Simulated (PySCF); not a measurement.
Spin-rotation constants: `CCCN(C)[N]([GeH3])CC`, C6H18GeN2

Cartesian coordinates in Å; atom numbers follow the order of the lines, from 1:
```xyz
27

C     3.108    1.271   -0.635
C     1.858    0.411   -0.766
C     1.418   -0.151    0.581
N     0.253   -1.012    0.424
C    -0.061   -1.746    1.634
N    -0.851   -0.330   -0.137
Ge   -1.581   -1.278   -1.510
C    -1.590    0.572    0.729
C    -2.481    1.483   -0.096
H     3.933    0.693   -0.224
H     3.409    1.654   -1.607
H     2.923    2.117    0.024
H     2.044   -0.424   -1.443
H     1.044    1.003   -1.186
H     1.236    0.675    1.289
H     2.215   -0.773    0.996
H    -0.227   -1.101    2.509
H    -0.959   -2.336    1.451
H     0.764   -2.424    1.851
H    -0.474   -2.149   -1.979
H    -2.024   -0.329   -2.584
H    -2.788   -2.122   -1.154
H    -2.210    0.025    1.458
H    -0.874    1.180    1.292
H    -2.964    2.216    0.544
H    -1.890    2.002   -0.847
H    -3.249    0.899   -0.602
```

Method used: PySCF 2.14.0, GIAO B3LYP/pcSseg-1 magnetisability, rotational g tensor and spin-rotation constants, non-relativistic, gas phase. Geometry: GFN2-xTB.

The calculation is non-relativistic, which matters for the atoms heavier than Zn.

Problem. Give the nuclear spin-rotation constants along the inertial axes (H = +C I·J) beside the isotropic shieldings.

Solution. Rotational constants 1.3206, 0.6610, 0.6400 GHz. A star marks the isotopologue with that one atom substituted, in its own axes.
```tsv
atom	isotope	Caa (kHz)	Cbb (kHz)	Ccc (kHz)	mean (kHz)	σ (ppm)
N4	14N	0.087	0.055	0.049	0.064	154.8
N6	14N	0.082	0.052	0.038	0.058	174.1
H10	1H	-0.075	-0.069	-0.026	-0.057	31.0
H11	1H	-0.145	-0.040	-0.016	-0.067	30.6
H12	1H	-0.136	0.003	-0.066	-0.066	31.0
H13	1H	-0.135	0.012	-0.066	-0.063	30.3
H14	1H	-0.075	-0.066	-0.013	-0.051	29.7
H15	1H	-0.129	0.020	-0.064	-0.058	29.1
H16	1H	-0.072	-0.070	-0.014	-0.052	29.8
H17	1H	-0.127	0.022	-0.068	-0.058	29.1
H18	1H	0.044	-0.077	-0.058	-0.030	29.1
H19	1H	-0.078	-0.054	-0.021	-0.051	29.3
H20	1H	-0.099	0.005	-0.051	-0.048	27.7
H21	1H	-0.111	-0.058	0.024	-0.048	27.2
H22	1H	0.002	-0.053	-0.033	-0.028	26.9
H23	1H	-0.085	-0.048	-0.018	-0.050	29.0
H24	1H	0.022	-0.052	-0.065	-0.032	28.8
H25	1H	-0.152	0.014	-0.067	-0.068	30.5
H26	1H	-0.117	-0.053	-0.019	-0.063	30.7
H27	1H	0.007	-0.061	-0.073	-0.043	30.8
C1	13C*	0.177	0.099	0.094	0.123	167.5
C2	13C*	0.223	0.102	0.109	0.145	154.1
C3	13C*	0.248	0.159	0.136	0.181	121.7
C5	13C*	0.264	0.137	0.105	0.169	136.3
Ge7	73Ge*	-0.362	-0.172	-0.200	-0.245	1435.4
C8	13C*	0.260	0.105	0.115	0.160	144.5
C9	13C*	0.204	0.102	0.090	0.132	163.5
```
For the geometry as given, no vibrational averaging.
